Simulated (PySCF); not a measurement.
[VO(H2O)5]2+: what the settings change

[VO(H2O)5]2+ holds V(IV), d1, at total charge +2. The structure is a PBE0-D3(BJ)/def2-SVP, IEF-PCM water geometry optimised for multiplicity 2; coordination octahedral, point group Cs, metal–donor distances 1.54–2.20 Å.

The d shell alone is too small an active space for [VO(H2O)5]2+ (an active orbital has only 0.61 squared overlap with the free ion's shell): its levels, fitted parameters, g values and moments show what this model gives and aren't sound predictions.

```
17

V     0.000    0.000    0.000
O     0.008    0.000    1.541
O     0.008    0.000   -2.197
H     0.786    0.000   -2.772
H    -0.776    0.000   -2.763
O     1.997    0.000   -0.385
H     2.523    0.777   -0.137
H     2.523   -0.777   -0.137
O    -1.991    0.000   -0.387
H    -2.510    0.780   -0.134
H    -2.510   -0.780   -0.134
O    -0.063    2.015   -0.288
H     0.305    2.631    0.364
H     0.174    2.346   -1.170
O    -0.063   -2.015   -0.288
H     0.305   -2.631    0.364
H     0.174   -2.346   -1.170
```

Method (PySCF 2.14, density fitting): CASSCF(1,5) with orbitals averaged over all microstates of the shell, strongly contracted NEVPT2 on the averaged canonical orbitals; basis x2c-TZVPall on the metal, x2c-SVPall elsewhere; spin-free X2C; IEF-PCM water; spin-orbit coupling by state interaction with the mean-field operator over all roots.

Base run: NEVPT2 ground state 2A'' (from 2T2g), next 2A' (from 2Eg) at 17256, then 2A'' (from 2T2g) at 20550 cm⁻¹, 10Dq(NEVPT2) 19726, ζ 190 cm⁻¹, g 1.923 1.986 1.986, μeff(300 K) 1.73 μB.

(1) What happens with the basis x2c-TZVPall on all atoms?

Charge-transfer states lie outside this active space and may come lower than some of these levels. NEVPT2 lifts 2A'' (from 2T2g) from 15247 to 20550 cm⁻¹; on the d shell alone it tends to overshoot states that fill the eg-type orbitals. NEVPT2 on the d shell alone tends to put d–d bands too high for such charged or covalently bound ions.

Results:

(1) NEVPT2 ground state 2A'' (from 2T2g), next 2A' (from 2Eg) at 16856, then 2A'' (from 2T2g) at 20061 cm⁻¹, 10Dq(NEVPT2) 19133, ζ 190 cm⁻¹, g 1.921 1.986 1.986, μeff(300 K) 1.73 μB.
